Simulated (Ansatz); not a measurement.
Geometry optimisation, Ansatz, RKS B3LYP-D4/def2-SVP.

Input:

```yaml
crystal:
  periodic: [false, false, false]
  atoms:
    - { symbol: B, position_ang: [0.0, 0.0, 0.0] }
    - { symbol: H, position_ang: [0.0, 0.0, 1.54] }
    - { symbol: Cl, position_ang: [1.6108, 0.0, -0.93] }
    - { symbol: "N", position_ang: [-1.3423, 0.0, -0.775] }
    - { symbol: H, position_ang: [-2.0112, -0.8164, -0.6764] }
    - { symbol: H, position_ang: [-1.5914, 0.8164, -1.4036] }
    - { symbol: F, position_ang: [0.0726, 1.5356, 0.5108] }
    - { symbol: H, position_ang: [0.041, 0.8666, 1.4996] }
basis:
  gaussian: { orbitals: def2-SVP }
hamiltonian:
  xc: b3lyp
  dispersion: d4
relax:
  f_tol: 0.15
  max_steps: 25
  restrain:
    - { distance: [0, 6], at: 2.52, k: 30.0 }
    - { distance: [7, 1], at: 1.86, k: 30.0 }
    - { distance: [0, 1], at: 1.19, k: 30.0 }
    - { distance: [7, 6], at: 0.92, k: 30.0 }
output:
  orbitals: {}
```

Run as:

```bash
$ ansatz run input.yaml --threads 1 --pin off --max-ram 2048MiB --backend cpu --events-out ev --progress --plain --runs-dir out
```

Problem. Where does it end, and by what steps?

Solution. The forces met the threshold. The restraints hold the end off the free minimum. After 10 steps the energy has fallen by 3.203 eV (the restraints' own energy left out); H6 moved furthest, 0.84 Å. Parted: B1–F7 (1.62 → 2.53 Å). Joined: B1–H2 (1.54 → 1.20 Å), F7–H8 (1.19 → 0.93 Å).

```tsv
step	energy less start (eV)	largest force component (eV/Å)	accepted
0	0.0000	3.725	yes
1	-0.8106	2.636	yes
2	-1.6492	2.193	yes
3	-2.1861	2.359	yes
4	-2.7336	1.124	yes
5	-2.9832	0.866	yes
6	-3.1220	0.933	yes
7	-3.1880	0.781	yes
8	-3.2016	0.339	yes
9	-3.1890	1.329	no
10	-3.2033	0.403	yes
```

```xyz
8
Properties=species:S:1:pos:R:3
B -0.070 -0.177 -0.113
H -0.039 -0.485 1.045
Cl 1.476 0.067 -0.962
N -1.272 -0.140 -0.801
H -2.162 -0.269 -0.336
H -1.341 0.111 -1.781
F -0.073 2.022 1.141
H 0.261 1.273 1.572
```

Run time: 28 s on 1 thread of AMD EPYC 7R43 64-Core Processor (Zen 3), on a shared host, peak memory 0.17 GiB.
